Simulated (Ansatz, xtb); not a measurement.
C3H11B2NSi: which of two structures lies lower

Structure I: a singlet given by its coordinates. Structure II: `BNB[C@@H]1CC[SiH2]1`, a singlet. Both are isolated molecules in the gas phase, relaxed with PBE-D3(BJ)/def2-SVP; the shapes shown needn't be the lowest conformers.

I (Å):

```json
{"atom": "C", "x (Å)": "-0.8911", "y (Å)": "1.1090", "z (Å)": "-0.5676"}
{"atom": "C", "x (Å)": "0.3985", "y (Å)": "1.3833", "z (Å)": "0.2122"}
{"atom": "C", "x (Å)": "0.1808", "y (Å)": "-1.9367", "z (Å)": "2.4349"}
{"atom": "B", "x (Å)": "-0.9287", "y (Å)": "0.9365", "z (Å)": "-2.0803"}
{"atom": "B", "x (Å)": "-0.0645", "y (Å)": "-0.8388", "z (Å)": "1.3321"}
{"atom": "N", "x (Å)": "0.6036", "y (Å)": "0.3929", "z (Å)": "1.2815"}
{"atom": "Si", "x (Å)": "-1.2927", "y (Å)": "-0.8125", "z (Å)": "-0.2871"}
{"atom": "H", "x (Å)": "-1.9924", "y (Å)": "0.9383", "z (Å)": "-2.6765"}
{"atom": "H", "x (Å)": "0.1001", "y (Å)": "0.7110", "z (Å)": "-2.6980"}
{"atom": "H", "x (Å)": "-1.7856", "y (Å)": "1.5640", "z (Å)": "-0.0940"}
{"atom": "H", "x (Å)": "1.2693", "y (Å)": "1.3683", "z (Å)": "-0.4807"}
{"atom": "H", "x (Å)": "0.3629", "y (Å)": "2.4043", "z (Å)": "0.6515"}
{"atom": "H", "x (Å)": "1.3361", "y (Å)": "0.6316", "z (Å)": "1.9596"}
{"atom": "H", "x (Å)": "0.5174", "y (Å)": "-2.8885", "z (Å)": "1.9703"}
{"atom": "H", "x (Å)": "-0.7645", "y (Å)": "-2.1834", "z (Å)": "2.9640"}
{"atom": "H", "x (Å)": "0.9325", "y (Å)": "-1.6451", "z (Å)": "3.1986"}
{"atom": "H", "x (Å)": "-0.8390", "y (Å)": "-1.6696", "z (Å)": "-1.4465"}
{"atom": "H", "x (Å)": "-2.7778", "y (Å)": "-1.0042", "z (Å)": "-0.1449"}
```

Close contacts (Å): C1–C2 1.53, C1–B4 1.52, C1–Si7 1.98, C2–N6 1.47, C3–B5 1.58, B4–Si7 2.53, B5–N6 1.40, B5–Si7 2.03, C1–H10 1.11, C2–H11 1.11, C2–H12 1.11, C3–H14 1.11, C3–H15 1.11, C3–H16 1.11, B4–H8 1.22, B4–H9 1.22, N6–H13 1.03, Si7–H17 1.51.

II (Å):

```xyz
18

C    -0.2329    0.1936   -0.7805
C     0.0016   -0.6927   -2.0460
C     1.3151   -0.0878   -2.6354
B    -0.8760   -2.3340    2.2138
B    -0.6218   -0.3420    0.6200
N    -0.6161   -1.7464    0.9473
Si    1.6512    0.6328   -0.9040
H    -1.1273   -1.6114    3.1580
H    -0.8424   -3.5467    2.3265
H    -0.4108   -2.3934    0.1770
H    -0.8820    0.4350    1.5224
H    -0.7545    1.1415   -1.0327
H    -0.8587   -0.6997   -2.7486
H     0.1768   -1.7520   -1.7557
H     1.0949    0.7244   -3.3587
H     2.0227   -0.7959   -3.1079
H     2.0820    2.0664   -0.7364
H     2.5192   -0.2422   -0.0387
```

Quicker runs give these differences E(II) − E(I): GFN2-xTB −0.564 eV; HF/STO-3G −0.494 eV (at GFN2-xTB geometries); r2SCAN-D4/def2-SVP −0.305 eV (at GFN2-xTB geometries).

Question: Estimate E(II) − E(I) at the level CCSD(T)/def2-SVP + ΔMP2/def2-TZVPP.

Answer: Calculated at CCSD(T)/def2-SVP + ΔMP2/def2-TZVPP: E(II) − E(I) = −0.458 eV, so structure II lies lower.

How the difference moves with the method:

```json
{"level": "GFN2-xTB", "geometry": "GFN2-xTB", "E(II) − E(I) (eV)": "−0.564", "departure from the last row (eV)": "−0.106", "job, with rough time for the two": "optimisation, 0.5 s"}
{"level": "HF/STO-3G", "geometry": "GFN2-xTB", "E(II) − E(I) (eV)": "−0.494", "departure from the last row (eV)": "−0.036", "job, with rough time for the two": "single point, 0.4 s"}
{"level": "r2SCAN-D4/def2-SVP", "geometry": "GFN2-xTB", "E(II) − E(I) (eV)": "−0.305", "departure from the last row (eV)": "+0.153", "job, with rough time for the two": "single point, 5 s"}
{"level": "PBE-D3(BJ)/def2-SVP", "geometry": "PBE-D3(BJ)/def2-SVP", "E(II) − E(I) (eV)": "−0.230", "departure from the last row (eV)": "+0.229", "job, with rough time for the two": "optimisation, 47 s"}
{"level": "HF/def2-SVP", "geometry": "PBE-D3(BJ)/def2-SVP", "E(II) − E(I) (eV)": "−0.676", "departure from the last row (eV)": "−0.218", "job, with rough time for the two": "part of the CCSD(T) run"}
{"level": "MP2/def2-SVP", "geometry": "PBE-D3(BJ)/def2-SVP", "E(II) − E(I) (eV)": "−0.478", "departure from the last row (eV)": "−0.020", "job, with rough time for the two": "part of the CCSD(T) run"}
{"level": "CCSD(T)/def2-SVP", "geometry": "PBE-D3(BJ)/def2-SVP", "E(II) − E(I) (eV)": "−0.405", "departure from the last row (eV)": "+0.053", "job, with rough time for the two": "single point"}
{"level": "CCSD(T)/def2-SVP + ΔMP2/def2-TZVPP", "geometry": "PBE-D3(BJ)/def2-SVP", "E(II) − E(I) (eV)": "−0.458", "departure from the last row (eV)": "", "job, with rough time for the two": "single point, 96 s"}
```

The levels shown agree on the order. The largest departure from CCSD(T)/def2-SVP + ΔMP2/def2-TZVPP is that of PBE-D3(BJ)/def2-SVP, 0.229 eV. The last row adds to CCSD(T) the change of the MP2 difference between the two basis sets, here −0.053 eV.

With thermal terms from frequencies at re-optimised GFN2-xTB minima (ideal gas, soft modes damped towards free rotors, one conformer each, 298.15 K, 1 atm): on the last row, ΔE + ΔZPE = −0.484, ΔH = −0.485, ΔG = −0.500 eV.

The correlated steps freeze 11 core orbitals. Mirror images aren't counted in ΔG. Run with Ansatz 0.2.0, xtb 6.7.1; the last row on 4 threads of Arm Neoverse V2 on a shared host.
